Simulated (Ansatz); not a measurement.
Which isomer of C2H8BN gives these data?

These gas-phase data were calculated for one isomer of C2H8BN at B3LYP-D3(BJ)/def2-SVP (harmonic, unscaled wavenumbers; equilibrium rotational constants with average atomic masses):

* rotational constants: 8.17, 7.347, 4.063 GHz
* all wavenumbers above 1500 cm⁻¹: 3679, 3580, 3098, 3096, 3085, 3080, 3016, 3012, 1603

Candidates:

(1) `CBNC`, a singlet
(2) `CB(C)N`, a singlet
(3) `CCBN`, a singlet

Question: Which candidate do the data belong to?

Answer: Candidate (2). No mode falls between 2350 and 2900 cm⁻¹, where the B–H stretch of (1), (3) would stand.

The same quantities for all candidates:

```
     rotational constants (GHz)                           wavenumbers above 1500 cm⁻¹  E above the lowest, B3LYP-D3(BJ)/def2-SVP (kcal/mol)
(1)         33.04, 3.579, 3.365  3568, 3137, 3094, 3082, 3062, 3012, 3005, 2555, 1567                                                  15.2
(2)          8.17, 7.347, 4.063  3679, 3580, 3098, 3096, 3085, 3080, 3016, 3012, 1603                                                   0.0
(3)         23.11, 3.669, 3.551  3677, 3577, 3101, 3093, 3035, 3020, 2995, 2558, 1602                                                  12.4
```

Harmonic stretches to hydrogen usually lie a few per cent above observed fundamentals. Each candidate is one conformer. Programs: Ansatz 0.2.0.
